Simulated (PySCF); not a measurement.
Ga(OH)2(SMe) (CH5GaO2S), SMILES [OH][Ga]([OH])[S]C. Atoms are numbered in the order given.

```xyz
10

Ga    -0.0090    -0.5984     0.0000
O      0.9935    -2.0791     0.0000
H      0.5007    -2.9093     0.0000
O     -1.8055    -0.6361     0.0000
H     -2.2087    -1.5129     0.0000
S      0.9217     1.3812     0.0000
C     -0.5987     2.4371     0.0000
H     -1.5109     1.8279     0.0000
H     -0.5808     3.0714     0.8966
H     -0.5808     3.0714    -0.8966
```

Geometry: B3LYP-D3(BJ)/def2-SVP. The structure was generated by enumeration; whether it is a known compound was not checked. The values are those of a single conformer.

Calculation: PySCF with B3LYP/pcSseg-1.

GIAO shieldings, no solvent; atoms listed in one row are averaged. δ = σ(ref) − σ: ¹⁷O against H2O (σ = 333.8 ppm); ¹H against TMS (σ = 31.68 ppm); ³³S against H2S (σ = 695.8 ppm); ¹³C against TMS (σ = 181.3 ppm), references at their B3LYP-D3(BJ)/def2-TZVP geometries, non-relativistic.

Computed chemical shifts:
```csv
nucleus,atoms,count,δ (ppm)
¹⁷O,O2,1,59.5
¹⁷O,O4,1,54.6
¹H,"H8, H9, H10",3,2.64
¹H,H3,1,2.00
¹H,H5,1,1.88
³³S,S6,1,48.1
¹³C,C7,1,15.5
```
